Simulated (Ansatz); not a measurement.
def2 core potentials replace the inner electrons of Te.

# HOTe, SMILES `O[Te]` (charge 0, multiplicity 2)

Method: Ansatz (a first-principles code) with CAM-B3LYP-D3(BJ)/def2-TZVP // B3LYP-D3(BJ)/def2-SVP.

```json
{
 "highest_occupied_spin_orbital": "-7.55 eV",
 "dipole_moment": "1.67 D",
 "total_energy": "-343.8305 Ha",
 "cost": "roughly 10 core-seconds"
}
```

```xyz
3

O     -0.4620     0.4592     0.0063
Te     1.4597    -0.1096     0.0000
H     -0.9977    -0.3496    -0.0063
```
Charge 0, spin multiplicity 2.
